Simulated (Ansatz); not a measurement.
Computed with Ansatz.

A structure relaxed at PBE0-D4/def2-TZVP, charge 0, multiplicity 1:

Cartesian coordinates in Å:
```
B -2.267 -1.027 0.499
Al -0.164 -1.116 0.765
O 0.779 0.075 0.024
Si 1.535 1.283 -0.749
H -2.830 -1.567 -0.412
H -2.992 -0.437 1.252
H 0.612 -2.216 1.608
H 2.438 0.736 -1.797
H 0.547 2.187 -1.402
H 2.342 2.082 0.211
```

Task: Give its formula and SMILES.

Result: AlBH6OSi, `[BH2][AlH][O][SiH3]`.

Task: Point group (tolerance 0.08 Å, 0.16 Å for H)?

Result: Cs.

Task: Summarise the bond lengths by kind.

Result: 1 × Al–B 2.122 Å; 2 × B–H 1.200 Å; 1 × Al–O 1.690 Å; 1 × Al–H 1.588 Å; 1 × O–Si 1.621 Å; 3 × H–Si 1.487 to 1.489 Å.
